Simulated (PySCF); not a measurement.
Working out the ionisation energy of As

As [Ar] 3d10 4s2 4p3 (4S) → As+ [Ar] 3d10 4s2 4p2 (3P). Computed with PySCF 2.14 in x2c-TZVPPall with one added diffuse shell each of s, p, d type (7s6p5d1f, 57 functions), with the spin-free X2C one-electron Hamiltonian (Gaussian nucleus). Frozen: [Ar] 3d10. Energies in hartree (1 hartree = 27.21139 eV):

```tsv
part	As (lower)	As+ (upper)
UHF	-2259.010521	-2258.664439
CCSD correlation	-0.084202	-0.067908
(T)	-0.002747	-0.001586
```

Question: What does Hartree-Fock give?

Answer: (-2258.664439) − (-2259.010521) = 0.346082 hartree = 9.417 eV.

Question: What do CCSD and CCSD(T) give?

Answer: The CCSD correlation energies differ by 0.016294 hartree = 0.443 eV and the triples by 0.001161 hartree = 0.032 eV, so CCSD gives 9.860 eV and CCSD(T) 9.892 eV.

Measured between the centres of the two terms (NIST): 10.008 eV, so CCSD(T) (valence) is off by -0.116 eV.

What remains against the reference includes basis incompleteness, the frozen core and higher excitations.
